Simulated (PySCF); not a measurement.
Compound: perfluorobutane, C4F10.
Atom-mapped SMILES: `[F:1][C:2]([F:3])([F:4])[C:5]([F:6])([F:7])[C:8]([F:9])([F:10])[C:11]([F:12])([F:13])[F:14]`

Level of theory: PySCF, TDDFT B3LYP/def2-SVPD, vertical, gas phase, core orbitals frozen in the response. The structure is a single PBE0-D3(BJ)/def2-SVP conformer in the gas phase; no vibrational or solvent corrections. Torsions of this conformer, `[F:1][C:2]([F:3])([F:4])[C:5]([F:6])([F:7])[C:8]([F:9])([F:10])[C:11]([F:12])([F:13])[F:14]`: F1–C2–C5–F6 -68°, C2–C5–C8–F9 -66°, C5–C8–C11–F12 -71°.

Computed states:

| state | E (eV) | f |
| --- | --- | --- |
| S1 | 9.47 | 0.011 |
| S2 | 9.56 | 0.0047 |
| S3 | 10.39 | 0.0062 |
| S4 | 10.50 | 0.037 |
| S5 | 10.59 | 0.0002 |
| S6 | 10.91 | 0.0063 |
| S7 | 11.30 | 0.0025 |
| S8 | 11.41 | 0.014 |
| S9 | 11.43 | 0.0015 |
| S10 | 11.46 | 0.024 |

Broadening: Gaussians 0.5 eV wide at half height, area fixed by f = 4.319×10⁻⁹ ∫ε dν̃. The width is an assumption, not a result. The curve ends short of the highest state used, and states not computed would add to its high-energy end.

(1) Give the broadened spectrum and its maxima.

(2) Coming from long wavelengths, where does ε first pass 100 L mol⁻¹ cm⁻¹?

Answers

(1) 
```csv
λ (nm),ε (L mol⁻¹ cm⁻¹)
114.1,876
115.3,1328
116.5,1915
117.8,2328
119.0,2222
120.2,1697
121.4,1048
122.6,540
123.9,254
125.1,205
126.3,304
127.5,491
128.7,690
129.9,819
131.2,816
132.4,689
133.6,501
134.8,315
136.0,173
137.2,84
138.5,33
139.7,13
140.9,4
142.1,1
```

Maxima: 131 nm (9.50 eV), ε about 840, made up of S1 (71%) and S2 (29%); 118 nm (10.49 eV), ε about 2400, made up of S3 (13%) and S4 (85%) (ε in L mol⁻¹ cm⁻¹; maxima over ε = 5, shares over 10%).

(2) At about 137 nm (9.06 eV), 0.42 eV below S1.
